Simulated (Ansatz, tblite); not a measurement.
Forces on In13P13H32, a nanocrystal cut from wurtzite InP (hydrogen-capped) at its PBE-D4/def2-SVP geometry. Charge 0, multiplicity 1.

In the def2 sets In takes a core potential; there is no spin–orbit coupling. The xTB rows come from tblite. Single mean-field runs in def2-TZVP are fitted with def2-universal-jkfit.

GFN2-xTB (tblite), largest force 0.77 eV/Å:

```xyz
58
positions Å, forces eV/Å
In    3.059   -4.891    0.036   -0.041    0.098   -0.047
P     2.295   -3.142   -1.835    0.298   -0.327   -0.555
In   -2.291   -3.714   -1.882   -0.054   -0.043   -0.072
P    -3.117   -1.922   -3.689   -0.469   -0.280   -0.460
In   -0.675   -3.567    1.755   -0.163   -0.247    0.051
P     1.890   -3.521    1.966    0.337   -0.617    0.308
P    -1.298   -2.006   -0.183   -0.378   -0.364   -0.007
In    0.864   -1.089   -1.132    0.088   -0.092   -0.126
In   -2.182    0.502   -3.826   -0.172    0.017   -0.173
P     0.336    0.315   -3.255    0.215   -0.151   -0.701
In    3.021   -1.242    2.362    0.274    0.032    0.123
P     2.339    0.276    0.411    0.466    0.179    0.130
In    4.646    0.648   -0.745    0.082    0.030   -0.046
In    1.326    2.707   -3.249    0.092    0.184   -0.120
P     3.817    2.447   -2.542    0.535    0.364   -0.296
P    -1.546   -2.191    3.834   -0.448   -0.275    0.461
In   -2.733   -0.007    0.595   -0.160    0.002    0.041
P    -3.006    1.457   -1.576   -0.609    0.087   -0.169
In   -0.905    0.311    4.300   -0.097    0.097    0.197
P     1.675   -0.165    4.364    0.325    0.204    0.584
P    -1.303    1.518    2.100   -0.212    0.268    0.279
In    0.975    2.320    1.204    0.060    0.132    0.074
In   -2.215    3.914   -1.507   -0.101    0.189   -0.096
P     0.294    3.532   -1.033    0.208    0.603   -0.037
In   -2.704    3.498    3.070   -0.016    0.033   -0.036
P    -3.142    4.783    0.759   -0.390    0.589    0.100
H     2.130   -6.327   -0.257    0.151    0.150    0.061
H     4.775   -4.674    0.179   -0.206   -0.081    0.003
H     1.621   -3.783   -2.921    0.393    0.380    0.411
H     3.424   -2.621   -2.541   -0.595   -0.262    0.201
H    -0.959   -4.495   -2.694   -0.156    0.067    0.165
H    -3.736   -4.443   -1.252    0.268    0.109   -0.035
H    -3.136   -2.456   -5.018   -0.101    0.301    0.692
H    -4.528   -1.714   -3.564    0.689   -0.126   -0.153
H    -1.392   -5.154    1.776    0.042    0.127   -0.088
H     2.175   -4.278    3.151   -0.182    0.409   -0.491
H    -2.566    1.369   -5.282    0.054   -0.002    0.094
H     0.947   -0.363   -4.360   -0.245    0.263    0.460
H     4.710   -1.313    2.777   -0.111    0.031   -0.111
H     4.981   -0.750   -1.733   -0.027    0.149    0.188
H     5.735    1.496    0.310   -0.198   -0.176   -0.112
H     1.053    3.643   -4.688   -0.041   -0.063    0.077
H     4.606    2.432   -3.737   -0.385    0.116    0.648
H     4.169    3.768   -2.115   -0.129   -0.640   -0.294
H    -1.383   -2.950    5.040   -0.191    0.347   -0.555
H    -2.976   -2.237    3.784    0.625   -0.047    0.067
H    -4.288   -0.436    1.262    0.098   -0.010    0.018
H    -4.421    1.568   -1.787    0.577   -0.045    0.101
H    -1.517    0.886    5.823   -0.010    0.042   -0.096
H     2.002   -0.822    5.594   -0.103    0.404   -0.539
H     2.306    1.087    4.654   -0.226   -0.584   -0.075
H     1.836    3.403    2.267   -0.036   -0.092   -0.003
H    -2.596    4.887   -2.898    0.045   -0.081    0.037
H     0.821    4.862   -0.925   -0.221   -0.545   -0.027
H    -4.277    2.909    3.528    0.266    0.042   -0.010
H    -1.649    4.565    3.950   -0.143   -0.216   -0.076
H    -4.539    5.011    0.539    0.727   -0.011    0.104
H    -2.749    6.158    0.837   -0.299   -0.669   -0.068
```

BLYP-D4/def2-TZVP (Ansatz), largest force 0.37 eV/Å:

```
In 0.057 -0.076 -0.008
P 0.079 -0.022 -0.350
In -0.026 -0.076 -0.028
P -0.258 -0.061 -0.231
In -0.031 -0.059 0.035
P 0.053 -0.144 0.223
P 0.011 -0.003 0.028
In 0.007 0.018 -0.056
In -0.032 0.008 -0.090
P 0.099 -0.099 -0.195
In 0.058 0.000 0.044
P -0.015 -0.008 0.022
In 0.084 -0.014 -0.009
In 0.025 0.044 -0.071
P 0.204 0.239 -0.159
P -0.257 -0.153 0.223
In -0.066 0.000 -0.009
P -0.243 0.019 -0.032
In -0.013 -0.009 0.080
P 0.196 0.124 0.293
P 0.014 -0.024 0.021
In 0.034 0.057 0.004
In -0.043 0.085 -0.041
P 0.087 0.230 0.020
In -0.044 0.056 0.053
P -0.183 0.293 -0.026
H 0.024 0.023 0.008
H -0.028 -0.020 0.002
H 0.126 0.120 0.189
H -0.210 -0.100 0.113
H -0.015 0.013 0.026
H 0.030 0.004 -0.007
H -0.002 0.082 0.215
H 0.232 -0.041 -0.024
H 0.010 0.018 -0.012
H -0.053 0.124 -0.187
H 0.006 -0.004 0.018
H -0.098 0.101 0.186
H -0.018 -0.001 -0.014
H -0.008 0.018 0.029
H -0.014 -0.019 -0.014
H -0.003 -0.010 0.016
H -0.119 0.004 0.200
H -0.052 -0.219 -0.074
H -0.028 0.126 -0.202
H 0.245 -0.001 0.011
H 0.021 0.001 -0.004
H 0.231 -0.019 0.035
H 0.003 0.001 -0.024
H -0.056 0.111 -0.204
H -0.100 -0.220 -0.047
H -0.010 -0.015 -0.007
H 0.007 -0.016 0.012
H -0.087 -0.217 -0.013
H 0.031 0.006 0.006
H -0.019 -0.025 -0.003
H 0.227 -0.031 0.040
H -0.070 -0.221 -0.011
```

r2SCAN-D4/def2-TZVP (Ansatz), largest force 0.39 eV/Å:

```
In -0.023 0.052 0.000
P 0.081 -0.024 -0.345
In -0.033 0.059 -0.019
P -0.271 -0.027 -0.260
In -0.005 0.029 0.012
P 0.063 -0.155 0.202
P 0.022 -0.075 0.039
In 0.036 -0.033 -0.027
In -0.004 -0.034 0.037
P 0.076 -0.052 -0.235
In -0.025 0.018 0.003
P 0.042 -0.051 0.042
In -0.033 0.051 -0.018
In 0.021 -0.017 0.051
P 0.186 0.269 -0.188
P -0.280 -0.143 0.235
In 0.004 0.026 -0.015
P -0.259 0.061 -0.105
In 0.034 -0.054 -0.027
P 0.193 0.147 0.309
P -0.011 -0.021 0.163
In -0.017 0.009 -0.022
In -0.001 -0.005 0.046
P 0.074 0.273 -0.053
In 0.003 0.011 -0.061
P -0.188 0.312 -0.069
H 0.141 0.202 0.045
H -0.243 -0.048 -0.016
H 0.194 0.180 0.293
H -0.317 -0.153 0.178
H -0.174 0.095 0.119
H 0.211 0.096 -0.088
H 0.005 0.141 0.357
H 0.376 -0.057 -0.035
H 0.099 0.215 -0.014
H -0.079 0.194 -0.298
H 0.054 -0.118 0.205
H -0.155 0.164 0.284
H -0.228 0.008 -0.065
H -0.035 0.182 0.145
H -0.151 -0.125 -0.148
H 0.036 -0.130 0.201
H -0.206 0.002 0.325
H -0.093 -0.352 -0.116
H -0.042 0.206 -0.326
H 0.382 0.000 0.013
H 0.206 0.054 -0.087
H 0.357 -0.027 0.052
H 0.079 -0.069 -0.220
H -0.092 0.176 -0.332
H -0.157 -0.341 -0.078
H -0.113 -0.143 -0.138
H 0.053 -0.137 0.192
H -0.135 -0.335 -0.025
H 0.221 0.079 -0.048
H -0.148 -0.155 -0.108
H 0.373 -0.060 0.060
H -0.106 -0.367 -0.021
```
